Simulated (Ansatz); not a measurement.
A search over several starts for the lowest SCF solution of the cluster H3Au3⁻ at the given spin, in a small basis.

```yaml
crystal:
  periodic: [false, false, false]
  atoms:
    - {symbol: Au, position_ang: [-0.035527, -1.548224, 0.068467]}
    - {symbol: Au, position_ang: [-1.322077, 0.801718, -0.108187]}
    - {symbol: Au, position_ang: [1.358122, 0.746509, 0.039723]}
    - {symbol: H, position_ang: [1.082663, -2.644015, 0.178573]}
    - {symbol: H, position_ang: [1.748863, 2.265794, -0.007838]}
    - {symbol: H, position_ang: [-2.832044, 0.378228, -0.170739]}
basis:
  gaussian: {orbitals: def2-SVP}
total_charge: -1
magnetization: {spin_polarized: true, initial_magnetization: 1}
hamiltonian: {xc: pbe0, dispersion: d4}
output: {orbitals: {seedname: orbitals}}
```

```sh
$ ansatz run in.yaml --threads 2 --pin off --events-out ev --progress --plain --max-ram 4352MiB
```

It prints (some lines left out):

```
Functional definition: PBE0
1137 factors; integrals over basis functions are off by at most 1.1e-3 eV
mean field evaluation 1: about -11128.1427 eV, gradient 2.4e1 eV
mean field evaluation 2: about -11125.3462 eV, gradient 3.7e1 eV
mean field evaluation 4: about -11130.2878 eV, gradient 7.1e-1 eV
mean field evaluation 8: about -11130.5922 eV, gradient 1.3e-1 eV
mean field evaluation 16: about -11130.5923 eV, gradient 2.5e-5 eV
mean field -11130.59229443 eV, -409.0417222340 hartree, gradient 2.7e-5 eV, S^2 0.756406; 0 other end points of the search recorded, 0 dependent functions left out
reference -11130.59232979 eV, -409.0417235333 hartree; 31, 30 occupied and 80, 81 virtual orbitals, 1137 factors
Total energy: -11130.80975365 eV, -409.0497137127 hartree
```

Run time 7 s (2 threads of Arm Neoverse V2 on a shared host).

In the def2 sets Au takes a core potential; there is no spin–orbit coupling. The highest occupied level of the charge -1 doublet lies above zero (up to 0.09 eV). By energy differences its removal costs 1.67 eV (vertical, to the charge 0 singlet, at PBE0-D4/def2-TZVPD). The structure comes from a short search, and lower isomers may exist.
